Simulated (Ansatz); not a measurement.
Relaxation of CH$_{5}$BClN (9 atoms, charge 0, multiplicity 1), to a largest force component of 0.03 eV/Å in at most 50 steps.

Computed with Ansatz, RKS B3LYP/def2-SVP.

```xyz
9
Properties=species:S:1:pos:R:3
B 0.035 -0.205 -0.407
Cl 0.795 -1.205 -1.748
N -1.227 0.257 -0.750
H -1.561 -0.008 -1.672
C 0.791 0.046 0.938
H -1.847 0.823 -0.184
H 1.745 0.563 0.742
H 1.048 -0.916 1.410
H 0.222 0.645 1.671
```

Question: Where does it end, and by what steps?

Answer: The forces met the threshold. After 4 steps the energy has fallen by 0.059 eV; H4 moved furthest, 0.14 Å.

```tsv
step	energy less start (eV)	largest force component (eV/Å)	accepted
0	0.0000	0.474	yes
1	-0.0364	0.282	yes
2	-0.0555	0.253	yes
3	-0.0588	0.112	yes
4	-0.0594	0.027	yes
```

```xyz
9
Properties=species:S:1:pos:R:3
B 0.051 -0.234 -0.452
Cl 0.890 -1.221 -1.705
N -1.221 0.243 -0.766
H -1.678 0.058 -1.651
C 0.778 0.043 0.917
H -1.766 0.806 -0.122
H 1.737 0.560 0.745
H 1.029 -0.907 1.419
H 0.181 0.651 1.615
```

Whether the end is a true minimum wasn't checked by a vibrational analysis.

The run took 6.1 s on 2 threads of Intel(R) Xeon(R) 6975P-C (Granite Rapids), with other jobs on the host, peak memory 0.18 GiB.
